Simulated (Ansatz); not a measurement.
`C[SiH2]B[SiH3]` + `O[SiH3]` → `C[SiH2]BO[SiH3]` + SiH₄  (cleavage of the B–Si bond)

Program: Ansatz. Geometries: PBE0-D4/def2-TZVP. ΔE: electronic, gas phase. CCSD(T)/CBS is the MP2 limit (def2-TZVPP, def2-QZVPP) plus CCSD(T) − MP2 in def2-TZVPP, frozen cores. This one scheme is used for every species. DFT in def2-TZVPP. Each species was taken in one conformer, which may not be the lowest.

CCSD(T)/CBS gives -146.4 kJ/mol.

**Question.** Another level gave -155.6 kJ/mol. Which?
A. r2SCAN/def2-TZVPP
B. B2PLYP/def2-TZVPP
C. CCSD(T)/def2-TZVPP
D. PBE-D4/def2-TZVPP

**Answer.** B. B2PLYP -155.6, r2SCAN -143.9, CCSD(T)/def2-TZVPP -149.8, PBE-D4 -136.9 kJ/mol.

Largest T1 diagnostic among the species: 0.013.

In def2-TZVPP, CCSD(T) changes the Hartree–Fock value by +12.6 kJ/mol (the triples alone add +0.2 kJ/mol) and MP2 by +8.0 kJ/mol.
